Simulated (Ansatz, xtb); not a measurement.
C5H7FGe: which of two isomers lies lower

We compare a, `FC1=C[CH2][GeH2][CH]=C1`, a singlet, with b, `[F][GeH2][C]1=CCC=C1`, a singlet. Both are isolated molecules in the gas phase, relaxed with PBE-D3(BJ)/def2-SVP; the shapes shown needn't be the lowest conformers.

a (Å):

```yaml
atoms:
  - { symbol: C, position_ang: [-0.0586, 0.1239, -0.7894] }
  - { symbol: C, position_ang: [-1.3985, 0.1966, -0.6063] }
  - { symbol: C, position_ang: [-2.3031, -0.9263, -0.1816] }
  - { symbol: C, position_ang: [0.4950, -2.2496, -0.1632] }
  - { symbol: C, position_ang: [0.8432, -1.0175, -0.6113] }
  - { symbol: F, position_ang: [0.5966, 1.2401, -1.1997] }
  - { symbol: Ge, position_ang: [-1.3595, -2.6017, 0.3159] }
  - { symbol: H, position_ang: [-1.8582, 1.1788, -0.8124] }
  - { symbol: H, position_ang: [-2.9359, -0.6008, 0.6720] }
  - { symbol: H, position_ang: [-3.0219, -1.1569, -0.9994] }
  - { symbol: H, position_ang: [-1.9223, -3.8195, -0.4673] }
  - { symbol: H, position_ang: [-1.4896, -2.9056, 1.8353] }
  - { symbol: H, position_ang: [1.2775, -3.0198, -0.0680] }
  - { symbol: H, position_ang: [1.8914, -0.7907, -0.8776] }
```

b (Å):

```yaml
atoms:
  - { symbol: C, position_ang: [1.1933, -0.4608, -0.6598] }
  - { symbol: C, position_ang: [2.0456, -1.3742, -1.2216] }
  - { symbol: C, position_ang: [1.8712, -2.7013, -0.5409] }
  - { symbol: C, position_ang: [0.8057, -2.4389, 0.4850] }
  - { symbol: C, position_ang: [0.4231, -1.1344, 0.4031] }
  - { symbol: F, position_ang: [1.7830, 2.4110, 0.0226] }
  - { symbol: Ge, position_ang: [1.0515, 1.3852, -1.2191] }
  - { symbol: H, position_ang: [-0.4183, 1.8691, -1.3255] }
  - { symbol: H, position_ang: [1.8680, 1.6221, -2.5155] }
  - { symbol: H, position_ang: [2.7574, -1.1888, -2.0386] }
  - { symbol: H, position_ang: [2.8234, -3.0548, -0.0804] }
  - { symbol: H, position_ang: [1.5838, -3.5046, -1.2590] }
  - { symbol: H, position_ang: [0.4164, -3.1960, 1.1790] }
  - { symbol: H, position_ang: [-0.3374, -0.6420, 1.0259] }
```

Q: Which of the two would you expect CCSD(T)/def2-SVP + ΔMP2/def2-TZVPP electronic energies to favour?

A: Structure b; the calculation gives E(b) − E(a) = −112.5 kJ/mol.

Level by level:

| level | geometry | E(b) − E(a) (kJ/mol) | departure from the last row (kJ/mol) | job, with rough time for the two |
| --- | --- | --- | --- | --- |
| GFN2-xTB | GFN2-xTB | −159.9 | −47.3 | optimisation, 0.33 s |
| HF/STO-3G | GFN2-xTB | +21.7 | +134.3 | single point, 0.52 s |
| r2SCAN-D4/def2-SVP | GFN2-xTB | −91.0 | +21.5 | single point, 4.6 s |
| PBE-D3(BJ)/def2-SVP | PBE-D3(BJ)/def2-SVP | −89.8 | +22.7 | optimisation, 42 s |
| HF/def2-SVP | PBE-D3(BJ)/def2-SVP | −113.5 | −0.9 | part of the CCSD(T) run |
| MP2/def2-SVP | PBE-D3(BJ)/def2-SVP | −126.4 | −13.9 | part of the CCSD(T) run |
| CCSD(T)/def2-SVP | PBE-D3(BJ)/def2-SVP | −111.7 | +0.9 | single point |
| CCSD(T)/def2-SVP + ΔMP2/def2-TZVPP | PBE-D3(BJ)/def2-SVP | −112.5 |  | single point, 2.1 min |

As drawn, b has 1 F–Ge, 1 C–C in place of 1 C–F, 1 C–Ge. Structure a has a 6-membered ring, b a 5-membered ring.

HF/STO-3G puts the two in the other order. The largest departure from CCSD(T)/def2-SVP + ΔMP2/def2-TZVPP is that of HF/STO-3G, 134.3 kJ/mol. The last row adds to CCSD(T) the change of the MP2 difference between the two basis sets, here −0.9 kJ/mol.

With thermal terms from frequencies at re-optimised GFN2-xTB minima (ideal gas, soft modes damped towards free rotors, one conformer each, 298.15 K, 1 atm): the zero-point term adds −1.6 kJ/mol; ΔH is −113.1 and ΔG −115.3 kJ/mol.

The correlated steps freeze 15 core orbitals; the filled d shell of Ge is correlated, in a basis made for valence electrons. Programs: Ansatz 0.2.0, xtb 6.7.1; the last row on 4 threads of Arm Neoverse V1 on a shared host.
